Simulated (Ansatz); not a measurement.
`C=C=C[SiH3]` → `C=C=C` + `[SiH2]` at 600 K and 1 bar (silylene formation by 1,1-elimination).

Program: Ansatz. Geometries: PBE0-D4/def2-TZVP. ΔE: electronic, gas phase. CCSD(T)/CBS is the MP2 limit (def2-TZVPP, def2-QZVPP) plus CCSD(T) − MP2 in def2-TZVPP, frozen cores. This one scheme is used for every species.

```
      species  CCSD(T)/CBS energy (Eh)  H − E (kJ/mol)  S (J/(mol·K))
`C=C=C[SiH3]`               -406.77843           240.6          395.0
      `C=C=C`               -116.49399           180.1          293.9
     `[SiH2]`               -290.19011            52.1          233.9
```

H − E and S are ideal-gas, rigid-rotor, harmonic terms from PBE0-D4/def2-TZVP. 1 Eh = 2625.50 kJ/mol, R = 8.31446 J/(mol·K).

Question: By hand: ΔE, ΔH, ΔS and ΔG.

Answer: ΔE = (-116.49399) + (-290.19011) − (-406.77843) = 0.09433 Eh = 247.7 kJ/mol. Δ(H − E) = 180.1 + 52.1 − 240.6 = -8.4, so ΔH = 239.3 kJ/mol. ΔS = 293.9 + 233.9 − 395.0 = 132.8 J/(mol·K). ΔG = 239.3 − 600 × (132.8)/1000 = 159.6 kJ/mol.

Question: By hand: the equilibrium constant, and the temperature at which ΔG would vanish if ΔH and ΔS stayed fixed.

Answer: log₁₀ K = −ΔG/(RT ln 10) = -13.9. ΔG = 0 at ΔH/ΔS = 1802 K.

The number of gas molecules changes by +1, which sets the sign of ΔS. A doubt of 5 kJ/mol in ΔE shifts log₁₀ K by 0.4 here. These are equilibria of isolated gas molecules and say nothing of rates. Largest T1 diagnostic: 0.014 (customary marks: 0.02 for closed shells, 0.045 for open ones).
